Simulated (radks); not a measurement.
Values are calculated unless marked as measured or tabulated.
Initial-state core-level shifts of neutral hafnium when its valence configuration changes from [Xe] 4f14 5d2 6s2. Level of theory: Dirac Kohn-Sham, PBE, spin-unpolarised, spherical densities, finite nucleus; open shells are shared between the two j in proportion to 2j + 1; Fermi nuclear charge, rms radius 5.347 fm (a radial shooting solver on a logarithmic mesh with Libxc functionals). Shifts are changes of the shell-averaged eigenvalues in eV (positive: less bound); the change of the density at the nucleus, which sets a Mossbauer isomer shift, is in e/bohr^3, on a base of 1.209e+06.

valence                1s       3s       3d       4s  density at nucleus
4f13 5d3 6s2       -8.134   -9.961   -9.835   -9.311               +72.5
4f14 5d3 6s1       +1.266   +1.333   +1.340   +1.342               -62.8
4f13.5 5d2.5 6s2   -3.987   -4.864   -4.803   -4.572               +35.6
4f13.5 5d3 6s1.5   -3.195   -4.035   -3.971   -3.740                +0.9
4f14 5d2.5 6s1.5   +0.693   +0.727   +0.731   +0.731               -32.7
4f14 5d2 6p2       -2.843   -2.792   -2.791   -2.799              -111.0
4f14 6s2 6p2       -7.057   -7.153   -7.179   -7.175               +50.2
4f14 5d1 6s2 6p1   -3.325   -3.372   -3.382   -3.384               +22.8
4f12 5d4 6s2      -16.895  -20.828  -20.559  -19.251              +150.3
